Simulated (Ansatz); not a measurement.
Species: dioxosilane, SiO$_{2}$, net charge 0, singlet state. 
Geometry from a B3LYP-D3(BJ)/def2-TZVP (Ansatz, a quantum-chemistry and plane-wave program) optimisation:
```
Si
O 1 1.5101
O 1 1.5101 2 180.00
```
Charge 0, spin multiplicity 1.

Parts of the frozen-core correlation energy in STO-3G (Ansatz, hartree). Frozen orbitals: 7; correlated occupied orbitals by spin: 8 and 8; virtual: 4 and 4. No spin-orbit coupling. Non-relativistic.

```json
[
 {"term": "reference (HF)", "value": "-433.13700"},
 {"term": "MP2 opposite-spin", "value": "?"},
 {"term": "MP2 same-spin", "value": "-0.06005"},
 {"term": "CCSD correlation", "value": "?"},
 {"term": "(T)", "value": "?"},
 {"term": "FCI minus CCSD(T)", "value": "0.00245"},
 {"term": "T1 diagnostic", "value": "0.039"},
 {"term": "largest doubles amplitude", "value": "0.099"}
]
```

Q: Fill in the missing entries.

A: 
- MP2 opposite-spin, value: -0.14776
- CCSD correlation, value: -0.19311
- (T), value: -0.03685
